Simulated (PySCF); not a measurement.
**How methods differ on the excitation energy of Cr**

Cr [Ar] 3d5 4s1 (7S) → Cr [Ar] 3d4 4s2 (5D), as a difference of total energies. All numbers are calculated (PySCF 2.14, the non-relativistic Hamiltonian (point nucleus), in def2-TZVPPD (6s6p4d2f1g, 67 functions)). Correlated levels: valence and next inner shell: [Ne] frozen. The calculations carry no spin-orbit coupling.

Task: Order these methods by the excitation energy they give, lowest first.
A. MP2 (valence and next inner shell)
B. CCSD(T) (valence and next inner shell)
C. CCSD (valence and next inner shell)
D. UHF

Result: D (1.079 eV), B (1.140 eV), C (1.176 eV), A (1.720 eV).

These non-relativistic numbers lack the scalar-relativistic shift.

Errors of the correlated levels include the incompleteness of this basis and the frozen core.

For comparison: 1.003 eV (measured; NIST levels, between the centres of gravity of the two terms).
